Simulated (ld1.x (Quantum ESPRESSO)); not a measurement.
## Building the PAW potential for V (PBE, scalar-relativistic).

ld1.x (Quantum ESPRESSO) 7.5 input, shortened:

```
&input
   title='V', zed=23., rel=1, dft='PBE', iswitch=3,
   config='[Ar] 3d3 4s2 4p0'
 /
 &inputp
   pseudotype=3, lpaw=.true., tm=.true., lloc=-1, rcloc=2.60,
   nlcc=.true., new_core_ps=.true., rcore=1.92,
   which_augfun='BESSEL', rmatch_augfun=1.75
 /
6
4S  1  0   2.00   0.00  2.65  3.10  0.0
4S  1  0   0.00   0.90  2.65  3.10  0.0
4P  2  1   0.00   0.00  3.25  4.10  0.0
4P  2  1   0.00   4.40  3.25  4.10  0.0
3D  3  2   3.00   0.00  1.60  2.00  0.0
3D  3  2   0.00   0.05  1.60  2.00  0.0
 &test
   configts(1)='3d3 4s2 4p0'
 /
```

All-electron outer shells of the reference configuration (PBE, scalar-relativistic, ld1.x):

```
shell  level (eV)  outermost node (bohr)  outermost maximum (bohr)
   3s      -70.24                   0.38                      0.82
   3p      -44.04                   0.35                      0.84
   3d       -5.16                      –                      0.90
   4s       -4.70                   1.17                      2.76
   4p       -1.44                   1.30                      3.63
```

Calculated quality:

| Quantity | Value |
| --- | --- |
| Cutoffs needed | 25 Ry and 40 Ry (the cutoffs (Ry, on a coarse ladder) from which the occupation-weighted sum of valence levels, in a spherical-Bessel basis at the reference potential, stays within 10 and 1 mRy of its value at 400 Ry) |
| Ghost test | no extra level below or beside the all-electron valence levels (s, p, d, f tested) (spherical-Bessel basis up to 400 Ry, 20 bohr box) |
| Largest excitation error | -544 meV (all-electron minus pseudo) for 3d2 4s0 4p0, out of 7 test configurations |
| Lowest eigenvalue of the overlap operator | 0.39 (p channel) |

Generation and tests took about 3.7 s on one core of a shared server CPU.
